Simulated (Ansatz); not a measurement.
Input file for Ansatz (a program for electronic structure): R-PBE/def2-TZVPPD on H4N2OSi (a complex), monomers drawn apart or pushed together. Files ending in .json are basis or fitting sets from the Basis Set Exchange.

Ansatz 0.2 input:
```yaml
crystal:
  periodic: [false, false, false]
  atoms:
    - {symbol: N, position_ang: [0.15313107, -0.64639390, -1.14563864]}
    - {symbol: N, position_ang: [0.36035999, -0.46325078, -0.09117521]}
    - {symbol: O, position_ang: [0.89971530, 0.04405057, 2.79308983]}
    - {symbol: Si, position_ang: [-0.49424986, 0.15789162, 3.66750519]}
    - {symbol: H, position_ang: [0.83248442, -0.12098399, 1.84857864]}
    - {symbol: H, position_ang: [-1.35441035, 1.27005665, 3.18977974]}
    - {symbol: H, position_ang: [-0.08460580, 0.40944060, 5.06332706]}
    - {symbol: H, position_ang: [-1.29155314, -1.09283330, 3.59740850]}
basis:
  gaussian:
    orbitals: def2-TZVPPD.json
hamiltonian:
  xc: {name: PBE}
scf: {lower_state_search: off}
```

Question: Give the final energy of this run.

Answer: -476.4116 hartree.
